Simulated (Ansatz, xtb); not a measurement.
**Ranking isomers of C3H8GeO2**

3 gas-phase structures of C3H8GeO2, from a drawn sample of its isomers (lower ones may exist). Each was relaxed with GFN2-xTB:

A. `O[C@@H]1CO[C@H]1[GeH3]`, a singlet
B. `O[C]1([GeH3])COC1`, a singlet
C. `O[C@@H]1CO[C@@H]1[GeH3]`, a singlet

Question: Which do you expect lowest at r2SCAN-D4/def2-SVP//GFN2-xTB, and how would the others follow?

Answer: Calculated order at r2SCAN-D4/def2-SVP//GFN2-xTB: C (0.0), A (1.3), B (1.9) kcal/mol. Less than 1 kcal/mol parts A and B, so the order within that pair means little.

Energies above the lowest of each column, in kcal/mol; the last columns are at r2SCAN-D4/def2-SVP geometries:

| structure | GFN2-xTB | HF/STO-3G | r2SCAN-D4/def2-SVP//GFN2-xTB | r2SCAN-D4/def2-SVP | CCSD(T)/def2-SVP + ΔMP2/def2-TZVPP |
| --- | --- | --- | --- | --- | --- |
| C | 0.0 | 0.1 | 0.0 | 0.0 | 0.0 |
| A | 3.4 | 0.0 | 1.3 | 2.2 | 1.0 |
| B | 4.2 | 3.6 | 1.9 | 2.8 | 1.8 |

Every level run on C puts it lowest or level with the lowest. Flexible structures stand in one conformer each, not always the lowest. ΔMP2 is the change of the MP2 energy from the smaller to the larger basis.

Programs: Ansatz 0.2.0, xtb 6.7.1.
